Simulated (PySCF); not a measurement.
## Vertical excitation energies

Species: C5H6O3.
SMILES: `C=C(OC)C(=O)C=O`

Method: PySCF 2.14.0, density-fitted response routines, TDDFT PBE0/def2-SVPD, vertical, gas phase, core orbitals frozen in the response. One conformer (not necessarily the lowest) at the GFN2-xTB geometry, without solvent, vibrations or thermal averaging. Torsions of this conformer, `[CH2:1]=[C:2]([O:3][CH3:4])[C:5](=[O:6])[CH:7]=[O:8]`: C1–C2–O3–C4 2°, C1–C2–C5–O6 9°, C2–C5–C7–O8 87°.

| state | E (eV) | λ (nm) | ν̃ (cm⁻¹) | f | main configurations (H = HOMO, L = LUMO) |
| --- | --- | --- | --- | --- | --- |
| S1 | 3.29 | 377.2 | 26510 | 0.0003 | H→L (95%) |
| S2 | 3.90 | 318.3 | 31420 | 0.0005 | H→L+1 (93%) |
| S3 | 4.66 | 265.8 | 37620 | 0.087 | H-1→L (94%) |
| S4 | 5.23 | 237.1 | 42180 | 0.016 | H-1→L+1 (96%) |
| S5 | 5.46 | 226.9 | 44070 | 0.0003 | H-2→L (93%) |
| S6 | 6.31 | 196.6 | 50880 | 0.0014 | H-2→L+1 (92%) |

Triplets (Tamm–Dancoff): T1 2.81 eV, H→L (88%); T2 3.00 eV, H-1→L (90%).

The lowest singlet comes at 377 nm (317 kJ/mol) in the ultraviolet; it is dark (f under 0.0005); its leading configuration is HOMO→LUMO (95%). The most intense listed level is S3 at 4.66 eV (266 nm, f = 0.087), 1.38 eV above S1. Löwdin shares by element: HOMO oxygen 62% or more, carbon 24% or more; LUMO carbon 57% or more, oxygen 24% or more (atoms not listed hold the other 18%). The listed states span 3.02 eV, and the widest gap between neighbours is 0.84 eV (S5 to S6). Weighted by f, the mean energy of these states is 4.77 eV. Orbital energies (eV): HOMO-3 -10.39, HOMO-2 -9.46, HOMO-1 -7.62, HOMO -7.32, LUMO -2.26, LUMO+1 -1.30, LUMO+2 0.45. No computed singlet lies in the visible range (380 to 750 nm); the lowest, at 377 nm, stands 0.02 eV above its violet end (3.26 eV); a Tamm–Dancoff triplet lies at 441 nm, without intensity as long as spin–orbit coupling is left out. Singlets were solved by full linear response, triplets in the Tamm–Dancoff approximation.

The run took 32 s on Arm Neoverse V1, one thread, on a shared host, and the process peaked at 0.87 GiB of memory.
